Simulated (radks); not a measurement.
Values are calculated unless marked as measured or tabulated.
Species: Ti4+. Configuration: [Ar]. Code: a radial shooting solver on a logarithmic mesh with Libxc functionals. Model: non-relativistic Kohn-Sham, PBE, spin-unpolarised, spherical densities, point nucleus.

X-ray form factor f0, the Fourier transform of the density (f0(0) = 18):

| sin(theta)/lambda (1/angstrom) | f0 (electrons) |
|---|---|
| 0.05 | 17.809 |
| 0.1 | 17.257 |
| 0.15 | 16.408 |
| 0.2 | 15.349 |
| 0.25 | 14.180 |
| 0.3 | 12.992 |
| 0.4 | 10.830 |
| 0.5 | 9.169 |
| 0.6 | 8.015 |
| 0.8 | 6.656 |
| 1 | 5.735 |
| 1.25 | 4.648 |
| 1.5 | 3.652 |
| 2 | 2.280 |
